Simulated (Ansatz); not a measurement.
`C[O][Ga]([OH])[Br]` + H₂ → `[OH][GaH][Br]` + CH₃OH at 600 K and 1 bar (hydrogenolysis of a Ga–O bond).

Isolated molecules relaxed with PBE0-D4/def2-TZVP in Ansatz; ΔE leaves out vibrations. CCSD(T)/CBS adds triple-zeta CCSD(T) − MP2 to the extrapolated MP2 energy (def2 sets, frozen cores). This one scheme is used for every species. For Br, Ga outer-core shells are correlated without core-valence functions, which leaves a few kJ/mol of doubt a bond. Scalar relativity is left out up to krypton. One conformer a species, not always the lowest.

```tsv
species	CCSD(T)/CBS energy (Eh)	H − E (kJ/mol)	S (J/(mol·K))
`C[O][Ga]([OH])[Br]`	-4688.17187	209.7	473.6
H₂	-1.17544	43.9	150.8
`[OH][GaH][Br]`	-4573.71961	95.5	366.0
CH₃OH	-115.61712	163.6	277.3
```

H − E and S are ideal-gas, rigid-rotor, harmonic terms from PBE0-D4/def2-TZVP, for one conformer and one mirror image of each species. The MP2-based limit puts H₂ 0.8 mEh under its directly extrapolated value; such offsets cancel only in part. 1 Eh = 2625.50 kJ/mol, R = 8.31446 J/(mol·K).

Task: By hand: ΔE, ΔH, ΔS and ΔG.

Result: ΔE = (-4573.71961) + (-115.61712) − (-4688.17187) − (-1.17544) = 0.01058 Eh = 27.8 kJ/mol. Δ(H − E) = 95.5 + 163.6 − 209.7 − 43.9 = 5.5, so ΔH = 33.3 kJ/mol. ΔS = 366.0 + 277.3 − 473.6 − 150.8 = 18.9 J/(mol·K). ΔG = 33.3 − 600 × (18.9)/1000 = 22.0 kJ/mol.

Task: By hand: the equilibrium constant, and the temperature at which ΔG would vanish if ΔH and ΔS stayed fixed.

Result: log₁₀ K = −ΔG/(RT ln 10) = -1.9. ΔG = 0 at ΔH/ΔS = 1762 K, though so small a ΔS makes that figure unsure.

TΔS isn't small against ΔH here. A doubt of 5 kJ/mol in ΔE shifts log₁₀ K by 0.4 here. Other conformers and mirror images would add mixing entropy, several J/(mol·K) or more a flexible species. These are equilibria of isolated gas molecules and say nothing of rates. Largest T1 diagnostic: 0.012 (customary marks: 0.02 for closed shells, 0.045 for open ones).
